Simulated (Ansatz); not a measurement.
Stepwise reaction of `[SiH3]OB(Cl)O[SiH3]` with hydrogen, as a gas-phase model of exchange steps in deposition or etching. ΔE in kJ/mol; ΔG adds harmonic PBE0-D4 terms to CCSD(T)/CBS, at 1 bar.

Isolated molecules relaxed with PBE0-D4/def2-TZVP in Ansatz; ΔE leaves out vibrations. CCSD(T)/CBS adds triple-zeta CCSD(T) − MP2 to the extrapolated MP2 energy (def2 sets, frozen cores). This one scheme is used for every species. DFT in def2-TZVPP. B3LYP here is the variant with VWN-RPA as its local correlation; programs differ in this. Each species was taken in one conformer, which may not be the lowest.

```csv
step,reaction,PBE-D4,B3LYP-D4,ωB97M-V,CCSD(T)/CBS,ΔG(400 K)
2,`[SiH3]OBCl` + H₂ → `BCl` + `O[SiH3]`,128.2,130.3,128.0,126.4,122.0
```

Problem. Give the row of step 1, `[SiH3]OB(Cl)O[SiH3]` + H₂ → `[SiH3]OBCl` + `O[SiH3]`. (Estimate.)

Solution. Computed: 
| step | reaction | PBE-D4 | B3LYP-D4 | ωB97M-V | CCSD(T)/CBS | ΔG(400 K) |
| --- | --- | --- | --- | --- | --- | --- |
| 1 | `[SiH3]OB(Cl)O[SiH3]` + H₂ → `[SiH3]OBCl` + `O[SiH3]` | 107.7 | 113.8 | 111.8 | 110.0 | 102.6 |

Problem. By hand: ΔE of the 2 steps together at CCSD(T)/CBS.

Solution. (110.0) + (126.4) = 236.4 kJ/mol, or 118.2 kJ/mol a step.

In ΔE each step is higher than the one before. All are uphill at CCSD(T)/CBS. ΔG lies between 102.6 and 122.0 kJ/mol a step. PBE-D4 differs from CCSD(T)/CBS by -2.3 to 1.8 kJ/mol a step. Only this route is followed, and other bonds may react first. Isolated molecules leave out the surface, adducts and barriers. Largest T1 diagnostic: 0.012.
